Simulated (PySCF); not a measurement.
Si(Cl)2(F)(GeH3) (Cl2FGeH3Si), SMILES F[Si](Cl)(Cl)[GeH3].

The structure is a stationary point at ωB97X-D3(BJ)/def2-SVP.

Two levels are set side by side: PBE/def2-TZVP (PySCF) and HF/def2-TZVP (PySCF). Same geometry, gas phase. Differences are taken from unrounded values.

```csv
quantity,HF,PBE,PBE minus HF
orbital gap (eV),14.49,6.25,-8.25
highest occupied level (eV),-11.57,-7.53,4.03
lowest empty level (eV),2.93,-1.29,-4.21
dipole moment (D),1.90,1.65,-0.25
mean polarisability (bohr³),72.2,81.5,9.3
```

PBE's occupied levels lie high since its potential decays too fast outside the molecule; exact exchange lowers them and widens the gap. Loosely held outer electrons make PBE densities more polarisable. Differences between two approximate levels are no errors against the true value.

Rough cost on one machine, each run with all the roots and properties that it gave: HF against PBE about 1/2.
